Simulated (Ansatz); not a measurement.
Total energies of 1-butyl-3-methylimidazolium dicyanamide, `CCCCn1cc[n+](C)c1.N#C[N-]C#N` from Ansatz at PBE0-D4/def2-SVP, gas phase (1 Eh = 27.2114 eV = 2625.5 kJ/mol). The reference geometry is relaxed at r2SCAN-D4/def2-SVP.

Cartesian coordinates in Å:
```
C 3.191 1.328 2.544
C 2.104 1.448 1.482
C 0.718 1.084 2.009
C -0.403 1.223 0.987
N -0.222 0.341 -0.173
C 0.157 0.708 -1.448
C 0.103 -0.417 -2.225
N -0.289 -1.452 -1.401
C -0.558 -2.813 -1.847
C -0.494 -0.970 -0.169
H 2.989 1.993 3.399
H 4.180 1.594 2.140
H 3.255 0.299 2.934
H 2.080 2.480 1.084
H 2.354 0.798 0.623
H 0.723 0.052 2.408
H 0.458 1.732 2.865
H -1.392 0.963 1.403
H -0.454 2.248 0.589
H 0.400 1.736 -1.700
H 0.244 -0.562 -3.292
H -1.007 -3.374 -1.018
H 0.380 -3.295 -2.157
H -1.271 -2.748 -2.685
H -0.902 -1.520 0.676
N -2.628 -1.132 -3.487
C -3.213 -0.740 -2.537
N -3.896 -0.276 -1.530
C -3.477 -0.351 -0.304
N -3.133 -0.378 0.829
```

| state | geometry | energy (Eh) |
| --- | --- | --- |
| charge 0 singlet | reference | -662.56970 |
| charge 1 doublet | reference | -662.29135 |
| charge -1 doublet | reference | -662.54560 |
| charge -1 doublet | relaxed at r2SCAN-D4/def2-SVP | -662.57885 |
| free C atom (triplet) | – | -37.76066 |
| free N atom (quartet) | – | -54.47898 |
| free H atom (doublet) | – | -0.50029 |

(1) Work out the vertical ionisation energy to the doublet.

(2) Work out the vertical electron affinity, to the doublet.

(3) Give the fundamental gap IE − EA, the Mulliken electronegativity (IE + EA)/2 and the hardness (IE − EA)/2.

(4) How much does the charge -1 doublet relax, and what is the adiabatic electron affinity?

(5) What is the binding energy per atom against free atoms?

(1) E(charge 1 doublet) − E(charge 0 singlet) = -662.29135 − (-662.56970) = 0.27835 Eh = 7.57 eV. For comparison, −ε of the highest occupied level is 5.51 eV at this level, 2.06 eV less.

(2) E(charge 0 singlet) − E(charge -1 doublet) = -662.56970 − (-662.54560) = -0.02410 Eh = -0.66 eV; negative, so the extra electron isn't bound. The basis lacks diffuse functions, which makes affinities too small.

(3) From the values in Eh: IE − EA = 0.27835 − (-0.02410) = 0.30245 Eh = 8.23 eV; (IE + EA)/2 = 3.46 eV; (IE − EA)/2 = 4.12 eV. The HOMO–LUMO gap of the same run is 4.46 eV, 3.77 eV smaller than the fundamental gap.

(4) Relaxation: -662.54560 − (-662.57885) = 0.03325 Eh = 0.90 eV. Adiabatic electron affinity: 0.00915 Eh = 0.25 eV, without zero-point energy. 

(5) Atoms: 10 × (-37.76066) + 5 × (-54.47898) + 15 × (-0.50029) = -657.50585 Eh. Binding: -657.50585 − (-662.56970) = 5.06385 Eh = 137.79 eV, or 4.59 eV for each of 30 atoms (no zero-point energy, no counterpoise term).

At PBE0-D4/def2-SVP the highest occupied level of the charge -1 doublet lies above zero (up to 2.47 eV). By energy differences it is unbound by 0.66 eV (vertical, to the charge 0 singlet, at PBE0-D4/def2-SVP) and held by the finite basis. At PBE0-D4/def2-SVP the highest occupied level of the relaxed charge -1 doublet lies above zero (up to 0.43 eV). By energy differences its removal costs 0.25 eV (each at its own geometry, to the charge 0 singlet, at PBE0-D4/def2-SVP); self-interaction error and the lack of diffuse functions both raise the level.
